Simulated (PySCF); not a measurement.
Be(I)(SiH3) (BeH3ISi), SMILES [SiH3][Be][I]. Atoms are numbered in the order given.

```xyz
6

Be     0.0000     0.0000     1.0348
I      0.0000     0.0000    -1.1377
Si     0.0000     0.0000     3.2065
H     -1.1968    -0.6910     3.7558
H      0.0000     1.3819     3.7558
H      1.1968    -0.6910     3.7558
```

The structure is a stationary point at B3LYP-D3(BJ)/def2-TZVP. The def2 effective core potentials stand for the cores of I; spin–orbit coupling is left out.

Level of theory: PBE0/def2-TZVPD run with PySCF.

Gas-phase values at a fixed geometry.

- total energy: -603.66313 hartree
- point group: C3v
- highest occupied level: -8.17 eV
- lowest empty level: -1.52 eV
- orbital gap: 6.66 eV
- dipole moment: 0.026 e·Å
- quadrupole, principal values (traceless, Buckingham form, about the centre of nuclear charge): -3.97, 1.99, 1.99 D·Å
- mean static polarisability: 85.0 bohr³ (12.59 Å³)
- polarisability, principal values: 71.2, 71.2, 112.4 bohr³
